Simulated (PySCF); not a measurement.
## 2p core levels of `C#Cc1cpco1`

Compound: C₅H₃OP.
Atom-mapped SMILES: `[CH:1]#[C:2][c:3]1[cH:4][p:5][cH:6][o:7]1`

Cartesian coordinates in Å at the GFN2-xTB level; atoms count from 1:
```xyz
10
C5H3OP angstrom
C      2.634   -0.746    0.001
C      1.478   -0.417    0.000
C      0.129   -0.015   -0.003
C     -0.343    1.269   -0.066
P     -2.103    1.296   -0.043
C     -2.041   -0.413    0.049
O     -0.824   -0.958    0.062
H      3.643   -1.032    0.002
H      0.293    2.133   -0.123
H     -2.856   -1.114    0.099
```

Computed, not measured: delta-SCF UKS SCAN, pcX-2 on the ionised atom, pcseg-1 elsewhere, spin-free X2C in PySCF 2.14.0. Each binding energy is the total energy of the core-ionised species, with the hole localised on one atom, minus that of the ground state; both are solved self-consistently, so orbital relaxation is included. Spin–orbit coupling isn't in the SCF: each 2p doublet comes from a relaxed spin-free hole plus a matrix of the shell (mean-field spin–orbit coupling and the ground-state 2p splitting), with 2p3/2 averaged over its two sublevels. The splitting includes the ligand field, and 2p3/2 is the mean of two sublevels.

When a 2p electron fills a 1s hole, the emitted photon carries the energy difference of the two hole states (Kα1 from 2p3/2, Kα2 from 2p1/2), here at the ground state's geometry.

```tsv
atom	Kα1 (eV)	Kα2 (eV)	2p3/2 binding energy (eV)
P5	2013.54	2012.65	136.25
```

Question: What are the 1s and 2p1/2 binding energies?

Answer: 1s = Kα1 + 2p3/2, and 2p1/2 = 1s − Kα2:

```csv
atom,environment,1s (eV),2p1/2 (eV)
P5,phosphorus bonded to 2 C,2149.79,137.14
```

Question: And the 1s levels of the other atoms?

Answer: C1 (terminal alkyne carbon) 290.28 eV; C4 (aromatic CH carbon) 290.33 eV; C2 (alkyne carbon) 290.97 eV; C6 (aromatic CH next to a ring oxygen) 291.58 eV; C3 (substituted aromatic carbon) 292.72 eV; O7 (furan-type oxygen) 540.42 eV.

The unrestricted hole states depart most from a pure doublet (⟨S²⟩ = 0.75; over 0.85 named) for C 1s of C2 (0.88), which makes this value less certain. Isolated species at its GFN2-xTB geometry, gas phase.

Time: 2.2 min; peak memory 0.59 GiB. Hardware: Arm Neoverse N1, one thread, shared host with 64 logical CPUs at a one-minute load of 57.
